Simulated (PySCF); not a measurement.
Cl₂, charge -1, doublet, geometry from GFN2-xTB (a state made from the parent by changing its charge; the spin is typed, not shown lowest). Base run: PBE0/cc-pVTZ in PySCF.

Input for PySCF:
```python
from pyscf import gto, scf, dft

mol = gto.M(
    atom='''
Cl   -0.00000000   -0.00000000   -1.28417300
Cl    0.00000000    0.00000000    1.28417300
''',
    basis='cc-pvtz',
    charge=-1,
    spin=1,
    verbose=4,
)

mf = dft.UKS(mol)
mf.xc = 'pbe0'
mf.kernel()
```

Each row names what was changed in the base input (with any setting that the change needs).

| change | basis functions | E (Eh) | HOMO (eV) |
|---|---|---|---|
| base | 68 | -920.19181 | -1.47 |
| basis = jorge-DZP-DKH; relativity = spin-free X2C | 48 | -923.01143 | -1.40 |
| basis = ANO-RCC-VDZP; relativity = spin-free X2C | 36 | -923.03486 | -1.62 |
| basis = jorge-DZP-DKH; relativity = none | 48 | -919.74826 | -1.40 |
| basis = x2c-SVPall; relativity = spin-free X2C | 36 | -922.64457 | -0.47 |
| basis = ANO-RCC-VDZP; relativity = spin-free X2C; nucleus = Gaussian (with nucmod='G') | 36 | -923.03388 | -1.62 |
| basis = ANO-RCC-VDZP; relativity = none | 36 | -919.42688 | -1.65 |
| basis = jorge-DZP-DKH; relativity = spin-free X2C; nucleus = Gaussian (with nucmod='G') | 48 | -923.01048 | -1.40 |
| basis = x2c-SVPall; relativity = none | 36 | -919.47859 | -0.49 |
| basis = x2c-SVPall; relativity = spin-free X2C; nucleus = Gaussian (with nucmod='G') | 36 | -922.64372 | -0.47 |

Totals shift with the method and basis; they matter in differences.

Open shells are given as the SCF converged; they aren't shown to be the lowest states, and a large step between rows can be another state.

Basis sets contracted for a relativistic Hamiltonian are a mismatch without it, so the rows without relativity aren't non-relativistic limits. No row has spin-orbit coupling; sets with core potentials leave out the core electrons.
